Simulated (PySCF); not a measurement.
## Basis and Hamiltonian dependence of the excitation energy of Fe⁺

Fe⁺ [Ar] 3d6 4s1 (6D) → Fe⁺ [Ar] 3d7 (4F). All values are computed (PySCF 2.14, energy differences of UHF-based or UKS calculations, no spin-orbit coupling). Values in eV.

| basis | Hamiltonian | functions | UHF | r2SCAN | PBE0 | MP2 (valence) | CCSD(T) (valence) |
| --- | --- | --- | --- | --- | --- | --- | --- |
| aug-cc-pVDZ-DK | spin-free X2C | 59 | 1.901 | 0.504 | 0.437 | 0.437 | 0.651 |
| def2-TZVPPD | non-relativistic | 67 | 1.588 | 0.072 | 0.025 | -0.004 | 0.196 |
| dyall-av2z | non-relativistic | 101 | 1.619 | 0.084 | 0.028 | 0.097 | 0.292 |
| x2c-QZVPPall | spin-free X2C | 103 | 1.917 | 0.419 | 0.372 | 0.280 | n/a |
| aug-cc-pwCVTZ | non-relativistic | 127 | 1.599 | 0.081 | 0.044 | -0.079 | n/a |
| aug-cc-pwCVTZ-DK | spin-free X2C | 127 | 1.919 | 0.422 | 0.375 | 0.244 | n/a |
| x2c-QZVPPall with one added diffuse shell each of s, p, d, f, g type | spin-free X2C | 128 | 1.917 | 0.413 | 0.371 | 0.273 | n/a |
| aug-cc-pVQZ-DK | spin-free X2C | 140 | 1.913 | 0.408 | 0.371 | 0.211 | n/a |

Frozen in the all-electron rows: valence: [Ar].

Non-relativistic rows lack the scalar-relativistic shift.

Reference for a calculation without spin-orbit coupling: 0.248 eV (measured, between term centres; NIST).
